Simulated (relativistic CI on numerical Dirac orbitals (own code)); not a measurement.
In: what numerical and physical settings do to a radial Dirac CI calculation

Reference input:

```
atom In  Z=49  charge=0  electrons=49
nucleus A=115  rms_radius_fm=4.6156
hamiltonian dirac-coulomb  breit=on  qed=on  c_scale=1
orbitals kli  potential=per-configuration
slater_scale 1
correlation none
mixing on
grid step=0.0125 r_max=201.2
scf mixing=0.4 start=green max_iterations=150 tolerance=2e-08 node_fill=0.05
configurations
  [Kr] 4d10 5s2 5p
  [Kr] 4d10 5s2 5d
  [Kr] 4d10 5s 5p2
end
```

Computed lowest total energy -5873.54024 Ha, first excitation 2142.2 cm⁻¹, 34 SCF steps. Runs with settings changed; * marks those that are bad on purpose (the QED terms keep the true α when c is scaled):

| Changed | Outcome | Lowest level | ΔE (Ha) | First excitation (cm⁻¹) | SCF steps | Message |
| --- | --- | --- | --- | --- | --- | --- |
| nuclear radius 5.0772 fm, node fill of the KLI weights 0, iteration limit 30 | converged | 5s2 5p 2P°_1/2 | 0.0308 | 2096.7 | 34 |  |
| SCF tolerance 1e-10 | converged | 5s2 5p 2P°_1/2 | 7.64e-11 | 2142.2 | 43 |  |
| SCF tolerance 1e-05 | converged | 5s2 5p 2P°_1/2 | 1.28e-09 | 2142.2 | 29 |  |
| Slater scale 0.5, QED terms off | converged | 5s2 5p 2P°_1/2 | -2.75 | 2138.6 | 34 |  |
| speed of light × 0.4 * | converged | 5s2 5p 2P°_1/2 | -1280 | 34777.1 | 38 |  |
| end of the grid at 30.18 bohr * | not converged |  |  |  | 23 | orbital 5d3/2 not found |

With so few configurations and no correlation, terms lie too far apart (by 10 to 50 % near neutrality), their order can be wrong, and levels of other configurations are missing.
